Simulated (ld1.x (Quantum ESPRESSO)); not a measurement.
How hard is this argon (Ar) RRKJ potential?

ld1.x (Quantum ESPRESSO) 7.5 input, shortened:

```
&input
   title='Ar', zed=18., rel=1, dft='PBE', iswitch=3,
   config='[Ar] 3d-2'
 /
 &inputp
   pseudotype=2, tm=.false., rho0=0.001, lloc=1,
   nlcc=.true., new_core_ps=.true., rcore=0.75
 /
3
3S  1  0   2.00   0.00  1.25  1.25  0.0
3D  3  2  -2.00  -0.15  0.95  0.95  0.0
3P  2  1   6.00   0.00  1.25  1.25  0.0
 &test
   configts(1)='3s2 3p6'
 /
```

The pseudo-atom Hamiltonian at the reference potential is diagonalised in spherical Bessel functions j_l(qr) that vanish at 20 bohr, with q² up to the cutoff. All-electron valence levels (Ry): 3s -1.7851, 3p -0.7548.

Problem. How do the lowest levels (Ry) of each channel move with the cutoff, and are there ghosts?

Solution.

| cutoff (Ry) | s #1 | d #1 | p #1 | f #1 | Σ f·Δε (mRy) |
| --- | --- | --- | --- | --- | --- |
| 8 | -1.2653 | 0.0775 | -0.6217 | 0.1203 | 1838.7 |
| 18 | -1.6123 | 0.0774 | -0.7506 | 0.1203 | 371.0 |
| 35 | -1.7717 | 0.0774 | -0.7533 | 0.1203 | 36.0 |
| 50 | -1.7829 | 0.0774 | -0.7547 | 0.1203 | 5.4 |
| 80 | -1.7839 | 0.0773 | -0.7548 | 0.1203 | 2.7 |
| 120 | -1.7851 | 0.0773 | -0.7548 | 0.1203 | 0.2 |
| 400 | -1.7851 | 0.0773 | -0.7548 | 0.1203 | 0.0 |

Result: no extra level below or beside the all-electron valence levels (s, d, p, f tested); 10 mRy is reached at 45 Ry and 1 mRy at 100 Ry.
